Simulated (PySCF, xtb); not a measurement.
PbI2, SMILES [I][Pb][I] (connectivity only; charge and spin as stated), neutral, multiplicity 1.

Harmonic wavenumbers (cm⁻¹) from xtb with GFN2-xTB at its own minimum, in rising order: 53, 184, 185.

### Question
What does PySCF 2.14.0 with PBE-D3(BJ)/def2-SVP give at its own minimum? (An estimate is asked for; the answer gives what the named calculation found.)

### Answer
46, 158, 160. Paired by order, the mean absolute difference is 19 cm⁻¹ and the zero-point energies are 0.6 and 0.5 kcal/mol.
